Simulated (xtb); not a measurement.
In(Me)2(nPr) (C₅H₁₃In), SMILES [CH2]([In]([CH3])[CH3])CC. All values are semi-empirical tight-binding results from xtb (GFN2-xTB unless named), good for trends rather than for accurate numbers. Geometry: GFN2-xTB. Other conformers were not sampled.

For metal compounds this method's bond lengths and energies can be far off.

Computed properties:
| Item | Result |
|---|---|
| orbital gap | 3.48 eV |
| zero-point energy | 99.0 kcal/mol |
| G − E(el) at 298.15 K (modified RRHO) | 74.4 kcal/mol |
